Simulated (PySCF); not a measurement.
## Spin states of TiCl

Unrestricted PBE0; Ti x2c-TZVPPall, Cl x2c-TZVPPall; spin-free X2C with a Gaussian nucleus (PySCF 2.14). Outer shells of the fragments: Ti 3d2 4s2; Cl 3s2 3p5.

Followed along the bond (rough minima from three points):

```json
{"2Ms+1": "4", "unpaired": "σ ↑, π ↑, δ ↑", "⟨S²⟩ at the start": "3.76", "R at minimum (Å)": "2.26", "Te (eV)": "0.00"}
{"2Ms+1": "4", "unpaired": "σ ↑, π ↑, δ ↑", "⟨S²⟩ at the start": "3.76", "R at minimum (Å)": "2.26", "Te (eV)": "0.03"}
{"2Ms+1": "4", "unpaired": "σ ↑, δ ↑↑", "⟨S²⟩ at the start": "3.76", "R at minimum (Å)": "2.23", "Te (eV)": "0.22"}
{"2Ms+1": "4", "unpaired": "σ ↑↑, δ ↑", "⟨S²⟩ at the start": "3.75", "R at minimum (Å)": "2.29", "Te (eV)": "0.41"}
{"2Ms+1": "2", "unpaired": "δ ↑", "⟨S²⟩ at the start": "1.41", "R at minimum (Å)": "2.21", "Te (eV)": "0.49"}
{"2Ms+1": "4", "unpaired": "σ ↑, π ↑↑", "⟨S²⟩ at the start": "3.75", "R at minimum (Å)": "2.29", "Te (eV)": "0.52"}
```

Solutions found at the starting distance of 2.235 Å, counted from the lowest of them; the search is not exhaustive and high or unbound solutions are not listed, so other states can lie among these:

| 2Ms+1 | unpaired | term | E (eV) | ⟨S²⟩ | ⟨Lz²⟩ | μ (D) |
| --- | --- | --- | --- | --- | --- | --- |
| 4 | σ ↑, π ↑, δ ↑ | mixed | 0.00 | 3.76 | 4.82 | -3.56 |
| 4 | σ ↑, π ↑, δ ↑ | mixed | 0.03 | 3.76 | 4.94 | -3.84 |
| 4 | σ ↑, δ ↑↑ | ⁴Σ⁻ | 0.22 | 3.76 | 0.00 | -4.40 |
| 4 | σ ↑↑, δ ↑ | ⁴Δ | 0.43 | 3.75 | 4.00 | -1.41 |
| 2 | δ ↑ | mixed | 0.49 | 1.41 | 4.00 | -2.12 |
| 4 | σ ↑, π ↑↑ | ⁴Σ⁻ | 0.53 | 3.75 | 0.00 | -3.46 |

A term symbol is given only where ⟨S²⟩ and ⟨Lz²⟩ are close to those of a pure state; real π, δ and φ orbitals otherwise mix terms. A positive dipole means Ti(−)Cl(+).

The state is the lowest single determinant that the PBE0 search found; with open d or f shells the true ground state can be another one.
